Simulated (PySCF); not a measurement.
# One molecule, several mistakes: AlB2CH5

These are calculations, not measurements. The program is PySCF 2.14.0, an open-source quantum chemistry code, run on an isolated molecule that a program drew, which may never have been made. The molecule is AlB2CH5 (charge 0, singlet), drawn as the SMILES string `BB[CH2][Al]`.

Each row is a Hartree-Fock (HF) and frozen-core CCSD(T) single point in the cc-pV(D+d)Z basis, meant for a local HF minimum. Run 1 is clean. Each other run has one planted mistake out of seven kinds, and not every kind appears here: one electron removed, one electron added, multiplicity raised by two, geometry at a saddle point, minimal basis STO-3G, one bond length entered in bohr, all coordinates scaled. The reference is restricted for singlets and unrestricted otherwise, and also for a bond in bohr. Adding or removing an electron swaps singlet and doublet. Electrons count all cores. HOMO and LUMO are orbital energies over both spins, the gradient is its largest component, and the lowest frequency (negative if imaginary) is given only where the gradient is small. Bond lengths are over the 8 bonds as drawn. T1 is the CCSD diagnostic: over 0.02 (restricted) or 0.045 (unrestricted) a single reference is doubtful.

Geometry of the clean run:
```xyz
9
AlB2CH5, angstrom
B    -2.3000    0.4922   -0.1539
B    -0.6739    0.0188   -0.1656
C     0.5383    0.9666   -0.0805
Al    1.2768    1.5729   -1.8757
H    -2.8709    0.8622   -1.1516
H    -2.9683    0.4565    0.8484
H    -0.4573   -1.1640   -0.3340
H     0.3626    1.9380    0.4068
H     1.4491    0.5101    0.3377
```

| run | electrons | basis functions | <S^2> | HOMO (eV) | LUMO (eV) | gradient (hartree/bohr) | lowest frequency (cm^-1) | mean bond (Å) | longest bond (Å) | T1 | HF (hartree) | CCSD(T) (hartree) | mistake |
|---|---|---|---|---|---|---|---|---|---|---|---|---|---|
| 1 | 34 | 90 | 0.000 | -7.84 | 1.01 | 1.9e-05 | 85 | 1.3872 | 2.034 | 0.0152 | -332.01030 | -332.43242 | no fault |
| 2 | 33 | 90 | 0.790 | -15.29 | -6.12 | 2.6e-02 | - | 1.3872 | 2.034 | 0.0173 | -331.75490 | -332.14005 | one electron removed |
| 3 | 34 | 90 | 0.724 | -7.97 | 0.91 | 2.0e-02 | - | 1.5212 | 2.277 | 0.0674 | -331.89481 | -332.31703 | one bond length entered in bohr |
| 4 | 35 | 90 | 0.854 | 0.41 | 4.50 | 2.8e-02 | - | 1.3872 | 2.034 | 0.0889 | -331.96098 | -332.40227 | one electron added |
| 5 | 34 | 29 | 0.000 | -4.47 | 7.63 | 2.8e-02 | - | 1.3872 | 2.034 | 0.0160 | -328.00145 | -328.20149 | ? |

**Which mistake was planted in run 5, and what did it cost?**

It has 29 basis functions where the clean run has 90, with the same electrons and geometry. So the mistake is: minimal basis STO-3G. Subtracting run 1 and multiplying by 627.51 kcal/mol a hartree, the energy moved by 2515.6 kcal/mol in HF and 2654.9 kcal/mol in CCSD(T).

Cautions from the logs. Run 3: T1 is over the limit, so its CCSD(T) energy is less reliable; run 4: T1 is over the limit, so its CCSD(T) energy is less reliable and the HOMO is above zero, so the electron isn't bound and the energy depends on the basis.
